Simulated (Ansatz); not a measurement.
# Energy profile

The step: AlN₂H₅ ([NH2][AlH][NH2]) + AsH₃ → AlAsN₂H₆ ([NH2][Al]([NH2])[AsH2]) + H₂; bonds formed: Al1–As6, H2–H5; bonds broken: Al1–H2, H5–As6 (atoms numbered as in the saddle structure below).

Al1  (-0.408, 0.359, 0.157)
H2  (-0.688, 0.385, -1.523)
N3  (0.488, 1.688, 0.905)
N4  (-1.774, -0.499, 0.881)
H5  (0.220, -0.292, -1.329)
As6  (1.588, -1.269, -0.492)
H7  (0.053, 2.523, 1.261)
H8  (1.488, 1.790, 0.902)
H9  (-2.523, -0.926, 0.364)
H10  (-1.830, -0.746, 1.855)
H11  (2.391, -0.648, -1.621)
H12  (0.995, -2.363, -1.359)
(Å)

Electronic energies by CCSD(T) at an estimated basis limit (MP2 extrapolated from triple and quadruple zeta, plus CCSD(T) − MP2 in triple zeta), on PBE0-D4/def2-TZVP structures; AlAsN$_{2}$H$_{8}$, closed shell; no counterpoise correction. Computed with Ansatz 0.2.0 (basis: def2-TZVPP and def2-QZVPP); correlated methods freeze the cores. Filled d shells of the heavier atoms are correlated. The def2 sets are not built for correlating such inner shells, so the correlated values are less sure here. Extrapolation: Hartree–Fock as exp(−7.88 √X), correlation as X^−2.97.

Q: Give the profile in kcal/mol, counted from the separated reactants. (To be estimated.)

A: Computed:
```tsv
point	kcal/mol
separated: AlN$_{2}$H$_{5}$ (linked as [NH2][AlH][NH2]; Al1, H2, N3, N4, H7, H8, H9, H10; singlet) + AsH$_{3}$ (H5, As6, H11, H12; singlet)	0.00
start structure	-2.09
saddle	25.52
end structure	-10.60
separated: AlAsN$_{2}$H$_{6}$ (linked as [NH2][Al]([NH2])[AsH2]; Al1, N3, N4, As6, H7, H8, H9, H10, H11, H12; singlet) + H$_{2}$ (H2, H5; singlet)	-10.18
```

The T1 diagnostic stays at or below 0.013.

For scale, one of the runs: CCSD(T)/def2-TZVPP, 264 basis functions, launched by `ansatz run in.yaml --threads 8 --pin off --events-out ev --progress --plain --max-ram 19148MiB`. Hardware: 8 CPU threads of an Intel Xeon, shared host. Wall time 2.6 min; peak host memory 6.4 GiB.
